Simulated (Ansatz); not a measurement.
Cost and result for the atomization energy of `CC[SiH2]PO` (14 atoms, 13 bonds).

```xyz
14

C     0.058   -1.037   -1.396
C    -0.081    0.460   -1.146
Si   -0.954    0.899    0.457
P     0.068    0.026    2.277
O     1.650    0.233    1.778
H     0.531   -1.237   -2.361
H     0.672   -1.509   -0.626
H    -0.914   -1.538   -1.397
H     0.904    0.937   -1.121
H    -0.634    0.942   -1.962
H    -1.018    2.378    0.621
H    -2.345    0.359    0.494
H    -0.140   -1.317    1.838
H     2.203    0.404    2.544
```

Total charge 0; spin multiplicity 1. The structure was optimised at the PBE0-D4/def2-TZVP level. It is one conformer, not always the lowest. Program: Ansatz. All runs use 4 threads of an Arm Neoverse V2 on a shared host. Times are those of one run each, without the atoms' runs, and a repeat can differ threefold. Electronic energies, without spin–orbit coupling; frozen cores. CCSD(T)/CBS adds CCSD(T) − MP2 in def2-TZVPP to the MP2 limit, and its time is that of the two runs behind it. T1 = 0.012. B3LYP takes the VWN-RPA correlation (the form of Gaussian; ORCA's B3LYP/G).

CCSD(T)/CBS is a level of theory with its own doubt, some kJ/mol a heavy atom from the limit and from the frozen cores, so smaller differences don't rank the functionals.

| level | functions | wall time |
| --- | --- | --- |
| PBE-D4/def2-TZVPP (with forces) | 303 | 2.9 s |
| PBE0-D4/def2-TZVPP | 303 | 3.4 s |
| r2SCAN-D4/def2-TZVPP (with forces) | 303 | 5.5 s |
| B3LYP-D4/def2-TZVPP (with forces) | 303 | 6 s |
| B2PLYP/def2-TZVPP | 303 | 7 s |
| ωB97X-V/def2-TZVPP | 303 | 9 s |
| ωB97M-V/def2-TZVPP (with forces) | 303 | 13 s |
| MP2/def2-QZVPP | 581 | 29 s |
| CCSD(T)/def2-TZVPP | 303 | 11 min |
| CCSD(T)/CBS(def2) | – | 12 min |

(1) What atomization energy does each give, and how far from CCSD(T)/CBS? (An estimate is asked.)

Results:

(1) Ansatz gave: 
```json
{"level": "PBE-D4/def2-TZVPP (with forces)", "atomization (kJ/mol)": "4931.0", "difference from CCSD(T)/CBS": "52.8", "per bond": "4.1"}
{"level": "PBE0-D4/def2-TZVPP", "atomization (kJ/mol)": "4866.8", "difference from CCSD(T)/CBS": "-11.4", "per bond": "-0.9"}
{"level": "r2SCAN-D4/def2-TZVPP (with forces)", "atomization (kJ/mol)": "4876.9", "difference from CCSD(T)/CBS": "-1.3", "per bond": "-0.1"}
{"level": "B3LYP-D4/def2-TZVPP (with forces)", "atomization (kJ/mol)": "4883.8", "difference from CCSD(T)/CBS": "5.6", "per bond": "0.4"}
{"level": "B2PLYP/def2-TZVPP", "atomization (kJ/mol)": "4813.8", "difference from CCSD(T)/CBS": "-64.4", "per bond": "-5.0"}
{"level": "ωB97X-V/def2-TZVPP", "atomization (kJ/mol)": "4908.4", "difference from CCSD(T)/CBS": "30.2", "per bond": "2.3"}
{"level": "ωB97M-V/def2-TZVPP (with forces)", "atomization (kJ/mol)": "4900.5", "difference from CCSD(T)/CBS": "22.3", "per bond": "1.7"}
{"level": "MP2/def2-QZVPP", "atomization (kJ/mol)": "4846.9", "difference from CCSD(T)/CBS": "-31.3", "per bond": "-2.4"}
{"level": "CCSD(T)/def2-TZVPP", "atomization (kJ/mol)": "4745.6", "difference from CCSD(T)/CBS": "-132.6", "per bond": "-10.2"}
{"level": "CCSD(T)/CBS(def2)", "atomization (kJ/mol)": "4878.2", "difference from CCSD(T)/CBS": "0.0", "per bond": "0.0"}
```

In def2-TZVPP, CCSD(T) changes the Hartree–Fock value by +1192.2 kJ/mol (the triples alone add +61.3 kJ/mol) and MP2 by +1214.9 kJ/mol; breaking electron pairs costs correlation energy, which Hartree–Fock lacks. The D4 term adds +50.8 kJ/mol with B3LYP and +27.1 kJ/mol with PBE0; it sums over pairs of atoms, weighted by their polarisabilities, and B3LYP, whose exchange is more repulsive, gets the larger term. From PBE to PBE0 (25 % exact exchange), in def2-TZVPP and without D4, the atomization energy moves by −59.7 kJ/mol: exact exchange takes away binding that semilocal exchange gives to molecules.
